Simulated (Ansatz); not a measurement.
`O=C=NCO` and `O=C=NBCl` differ in one atom or group.

Ansatz, PBE0-D4/def2-TZVP geometries, multiplicity 1. Each molecule was computed in one conformer, which needn't be the lowest.

```tsv
property	`O=C=NCO`
size of the dipole moment (B3LYP/def2-TZVPP) / D	2.44
ideal-gas entropy at 298 K and 1 bar (rigid rotor, harmonic PBE0-D4/def2-TZVP) / J/(mol·K)	310
HOMO–LUMO gap (PBE/def2-TZVPP) / eV	6.10
LUMO energy (ωB97M-V/def2-TZVPP) / eV	2.00
LUMO energy (PBE0/def2-TZVPP) / eV	0.27
HOMO energy (ωB97M-V/def2-TZVPP) / eV	-10.57
```

**Question.** Give the same properties after the change, and the shifts. (Best estimate.)

**Answer.** The calculation gave: 
| property | `O=C=NBCl` | shift |
| --- | --- | --- |
| size of the dipole moment (B3LYP/def2-TZVPP) / D | 0.72 | -1.72 |
| ideal-gas entropy at 298 K and 1 bar (rigid rotor, harmonic PBE0-D4/def2-TZVP) / J/(mol·K) | 315 | 5 |
| HOMO–LUMO gap (PBE/def2-TZVPP) / eV | 4.92 | -1.18 |
| LUMO energy (ωB97M-V/def2-TZVPP) / eV | 0.20 | -1.80 |
| LUMO energy (PBE0/def2-TZVPP) / eV | -1.89 | -2.16 |
| HOMO energy (ωB97M-V/def2-TZVPP) / eV | -11.35 | -0.78 |

With PBE0 the HOMO falls by 0.83 eV and the LUMO falls by 2.16 eV, so the gap narrows by about 1.33 eV. PBE moves the HOMO by -0.89 eV and ωB97M-V by -0.78 eV. The zero-point energy changes by -75.5 kJ/mol with -6 modes. Dipoles are sizes alone; their direction can turn. Modes under 60 cm⁻¹, often nearly free rotors, make the harmonic entropy too high.

B3LYP here is the variant with VWN-RPA as its local correlation; programs differ in this.
